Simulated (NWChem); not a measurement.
## Ionisation of HO2

SMILES: [O]O
```xyz
3

O      0.5033    -0.3382     0.0000
O     -0.6523     0.2932     0.0000
H      1.1922     0.3603     0.0000
```
Charge 0, spin multiplicity 2.

Everything below was run with NWChem. The geometry was optimised at UB3LYP/def2-SVP, a minimum by its harmonic frequencies.

Basis set: def2-TZVP. −ε marks an orbital energy of the parent.

B3LYP has NWChem's definition, with VWN1-RPA local correlation. The structure started from a generated list of species. The unpaired electrons of the parent sit in orbitals of symmetry a" (Cs labels of the run); other states weren't searched. No SCF solution was tested for a lower state. Open-shell Hartree-Fock references start from PBE0 orbitals.

Task: One of these methods gave a first vertical ionisation energy of 11.51 eV. Which?
(A) −ε(beta HOMO) of HF
(B) −ε(beta HOMO) of B3LYP
(C) G0W0@PBE
(D) G0W0@BHandHLYP

Result: D, G0W0@BHandHLYP. The others give 10.50 (G0W0@PBE), 7.83 (−ε(beta HOMO) of B3LYP), 13.13 (−ε(beta HOMO) of HF).
